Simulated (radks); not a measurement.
Numerical settings for the strontium ion Sr3+, [Ar] 3d10 4s2 4p5. Calculated with a radial shooting solver on a logarithmic mesh with Libxc functionals: scalar-relativistic Kohn-Sham, PBE, spin-unpolarised, spherical densities, finite nucleus; Fermi nuclear charge, rms radius 4.224 fm. The defaults (mesh step 0.008 in ln r, mesh end at 40 bohr or more with all orbitals vanishing there, Anderson mixing 0.5 over 9 steps, residual threshold near 1e-9 with the energy settled to 1e-9 hartree or 1e-11 of itself, here a cap of 57 iterations) give E = -3177.2506 hartree and 4p at -50.171 eV in 16 iterations. Run on one thread of a shared host, so times are rough (Intel(R) Xeon(R) 6975P-C): 0.07 s of CPU time, 0.07 s wall, 16 iterations on 2189 mesh points. Changes against that run (0 stands for a change within the tolerance of the run):

setting                    iterations         converged  E (mhartree)  e(4p) (meV)  CPU (s)
mesh step in ln r 0.12              2                no      diverged            -        0
mesh step in ln r 0.012            15               yes             0            0     0.05
mesh step in ln r 0.08              5                no      diverged            -     0.01
mesh end (bohr) 8                  16               yes             0            0     0.07
mesh end (bohr) 1                  16  level above zero     +1.17e+05    +4.98e+05     0.05
residual threshold 0.01            10               yes             0     -0.00411     0.05
residual threshold 1e-13           57                no             0            0     0.13
mixing 0.01                        43               yes             0            0     0.15
linear mixing, mixing 0.5          34               yes             0            0     0.16
linear mixing, mixing 0.8          57                no             0            0     0.26
mixing history 3                   20               yes             0            0     0.12
iteration cap 5                     5                no         +1.22         +403     0.03

Settled on a wrong energy, with an occupied level pushed above zero by the early mesh end: mesh end (bohr) 1 (+117 hartree). Apart from these: no run marked as converged misses the energy by more than 1 mhartree. A mesh that ends early acts as a hard wall.
